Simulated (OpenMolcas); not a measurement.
# Fe3+: ligand-field states by method

Fe3+ with 6 ligands (chloride) in octahedral coordination (Oh) at 2.41 Å. A charge of +0.5 e stands 2.4 Å behind each ligand. Ligand basis ANO-RCC-VDZP.
```
Fe    0.0000    0.0000    0.0000
Cl    2.4100    0.0000    0.0000
Cl    0.0000    2.4100    0.0000
Cl   -2.4100    0.0000    0.0000
Cl    0.0000   -2.4100    0.0000
Cl    0.0000    0.0000    2.4100
Cl    0.0000    0.0000   -2.4100
```

```yaml
Program: OpenMolcas 26.06
Basis: ANO-RCC-VTZP [6s5p3d2f1g]
Scalar_Hamiltonian: DKH2, point nucleus
Active_space: 5 electrons in 5 orbitals (3d)
State_averaging: 2S+1 = 6 even, 1 root; 2S+1 = 4 even, 24 roots; 2S+1 = 2 even, 75 roots
Spin-orbit_coupling: state interaction with AMFI integrals over the reference wave functions
```

I. CASSCF
II. SS-CASPT2, IPEA 0.25 Eh, imaginary shift 0.1 Eh (closed shells correlated: 3s 3p and the ligand valence shells)

Spin-free states (labels of O, the rotations of Oh) in cm-1, each column counted from its own energy of the first state listed:

| State | Degeneracy | I | II |
| --- | --- | --- | --- |
| 6A1 | 1 | 0 | 0 |
| 4T1 | 3 | 28431 | 15990 |
| 4T2 | 3 | 32776 | 18260 |
| 4A1 | 1 | 33329 | 22800 |
| 4E | 2 | 33697 | 22290 |
| 2T2 | 3 | 39912 | 16260 |
| 4T2 | 3 | 40758 | 25740 |
| 4E | 2 | 41592 | 28190 |
| 2T1 | 3 | 43526 | 23320 |
| 2A2 | 1 | 44200 | 22990 |
| 4T1 | 3 | 44400 | 38210 |
| 2T2 | 3 | 45642 | 25190 |
| 2E | 2 | 47099 | 26750 |
| 2A1 | 1 | 47280 | 29910 |
| 2T2 | 3 | 50741 | 30100 |
| 2E | 2 | 52172 | 30550 |
| 2T1 | 3 | 53160 | 30290 |
| 4A2 | 1 | 53515 | 34380 |
| 2T2 | 3 | 55809 | 33690 |
| 2T1 | 3 | 57612 | 37610 |

From I to II, I's first state of another spin (4T1) moves from 28431 to 15990 cm-1, by about -12000 cm-1.

I: A least-squares ligand-field fit to the states below 45000 cm-1, each weighted by its degeneracy and with a free common offset, gives 10Dq = 8082 cm-1, B = 1171 cm-1 and C = 4446 cm-1 (C/B = 3.80), with an rms deviation of 400 cm-1. The same method and metal basis give the free ion B = 1296 cm-1 (fit to its terms below 60000 cm-1, rms deviation 21 cm-1), so the nephelauxetic ratio is β = 1171 / 1296 = 0.90; it hangs on how both fits weigh the states, and computed free-ion B values tend to be too large, so β mixes covalency with correlation.

χT at 300 K: I 4.39, II 4.38 cm3 K/mol.

Roots that are degenerate in the reference are averaged as groups; the widest CASPT2 spread within a group is 550 cm-1 (the 2-fold group of multiplicity 2 near 47600 cm-1 above the lowest state of its run, II). Shifts and gaps below about the spread of the groups concerned are not significant. Over all roots computed the reference weight is 0.60 to 0.66 in II; the roots of lowest weight are the least certain, and an intruder state may touch them. Ligand-to-metal charge-transfer states are missing. With no ligand orbital active B as a rule stays too high, so bands that hang on it stand too high and its fall with covalency is understated. Without dynamic correlation the repulsion within the d shell is too large (B by tens of per cent), so at a given field states of lower spin stand too high (holds for I). With metal d orbitals alone and no dynamic correlation the field as a rule comes out too small, by tens of per cent, by up to half for chloride and softer ligands (holds for I). These CASPT2 states fit no ligand-field parameters well, so their order and spin gaps are uncertain (holds for II). With one d shell and no ligand orbital active, 10Dq can be off by a tenth or more (holds for II). No measured value stands beside these numbers; the geometry was imposed, not optimised, and the real ion may take another.
